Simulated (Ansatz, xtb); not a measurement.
# C2H5In−: where a starting geometry ends

The starting geometry of this gas-phase doublet has its atoms placed at random.

| atom | x (Å) | y (Å) | z (Å) |
| --- | --- | --- | --- |
| C | -0.4432 | -0.3258 | 1.6406 |
| C | 0.0921 | -1.0306 | 0.3558 |
| In | -0.6238 | 0.6837 | -0.7155 |
| H | 1.2511 | 0.7832 | -0.4168 |
| H | 1.2746 | -0.6982 | -1.4267 |
| H | -1.0859 | -1.3782 | -1.0997 |
| H | -0.2162 | 2.0950 | 0.9082 |
| H | -1.9477 | -0.8781 | -0.6160 |

Guess where an optimisation with r2SCAN-D4/def2-SVPD ends from this start.

It falls apart into C2H3In + H2 (formulas without charges). Distances that change by over a tenth: C1–C2 (1.56 → 1.23 Å). Contacts that open: C2–In3 (2.14 → 3.44 Å), In3–H6 (2.15 → 4.14 Å), In3–H8 (2.05 → 4.78 Å). Contacts that close: C1–In3 (2.57 → 2.21 Å), C2–H5 (2.16 → 1.07 Å), In3–H7 (2.19 → 1.78 Å), H6–H8 (1.11 → 0.76 Å).

The energy falls by 10.59 eV over 30 steps:

```
step  E − E(last) (eV)
   1            10.591
   4             5.150
   7             2.567
  11             0.924
  14             0.636
  17             0.383
  20             0.057
  24             0.003
  27             0.000
  30             0.000
```

Final geometry (Å):

```xyz
8

C     0.3814   -0.1946    0.2766
C     0.5717   -1.3989    0.4690
In   -0.1835    1.9058   -0.1105
H     0.8259    2.4940   -1.4554
H     0.7437   -2.4470    0.6350
H    -1.7737   -1.7822   -1.1061
H     0.0705    2.8111    1.4026
H    -2.3350   -2.1372   -1.4812
```

From the same start GFN2-xTB ends elsewhere, in pieces: C2H3In + H2.

From so rough a start the end depends on the optimiser's path, so another program may land elsewhere. No frequencies were run, so the end isn't proven a minimum. Open shells are spin-unrestricted. Atoms past krypton carry core potentials, without spin–orbit terms. Run with Ansatz 0.2.0, 6.2 min on 2 threads of Intel(R) Xeon(R) Processor @ 2.50GHz (Skylake/Cascade Lake), on a shared host.
